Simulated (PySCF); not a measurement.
# Static response to an electric field

Species: C2H11PSSi2.
Cartesian coordinates in Å at the GFN2-xTB level; atoms count from 1:
```
atom  x, y, z in Å
C1     3.457    0.460   -0.041
Si2    1.770   -0.367   -0.231
S3     0.312    1.111    0.356
Si4   -1.561    0.376   -0.422
C5    -1.702   -1.513   -0.273
P6    -3.167    1.288    0.850
H7     3.571    1.286   -0.738
H8     4.259   -0.248   -0.225
H9     3.583    0.859    0.962
H10    1.601   -1.516    0.654
H11    1.486   -0.741   -1.615
H12   -1.578    0.764   -1.839
H13   -2.670   -1.854   -0.630
H14   -0.934   -2.015   -0.853
H15   -1.601   -1.830    0.761
H16   -2.747    2.591    0.664
H17   -4.085    1.361   -0.183
```

Level: wB97X-D/def2-SVPD (PySCF), static field, nuclei fixed, core orbitals frozen in the response. The polarisability tensor in these axes (au):

```
x   159.95  -8.07  -6.52
y    -8.07 117.31   6.81
z    -6.52   6.81 105.22
```

Problem. Give the principal values, the mean and the anisotropy Δα = √{½[(α1 − α2)² + (α2 − α3)² + (α1 − α3)²]}.

Solution. Principal values 102.03, 118.00 and 162.46 au; mean 127.49 au = 18.89 Å³ = 21.02 × 10⁻⁴⁰ C²·m²/J; Δα = 54.24 au (43 % of the mean).

Problem. What is the dipole moment, and where does it point?

Solution. (0.72, -1.19, -1.18) D, 1.83 D in size, pointing from the negative to the positive side. Measured along this direction, the outermost atoms are H16 at the negative end and H11 at the positive end.

Problem. What molar refraction does this α imply?

Solution. Lorentz–Lorenz: R = (4π/3)N_A α = 2.5225 cm³/(mol·Å³) × 18.89 Å³ = 47.7 cm³/mol, in the limit of long wavelengths.

Problem. Find the Langevin capture rate constant for NO+ (29.998 u) meeting this molecule (153.986 u), k = 2.342 × 10⁻⁹ cm³/s × √(α in Å³ / reduced mass in u).

Solution. The reduced mass is 25.11 u, so k = 2.03 × 10⁻⁹ cm³/s. The formula leaves out the permanent dipole, which adds to the capture rate.

Problem. Rayleigh depolarisation ratio (linearly polarised light, static tensor)?

Solution. ρ = 3Δα²/(45ᾱ² + 4Δα²) = 8826.1/(731472 + 11768.2) = 0.0119.

One conformer (not necessarily the lowest) at the GFN2-xTB geometry, without solvent, vibrations or thermal averaging.
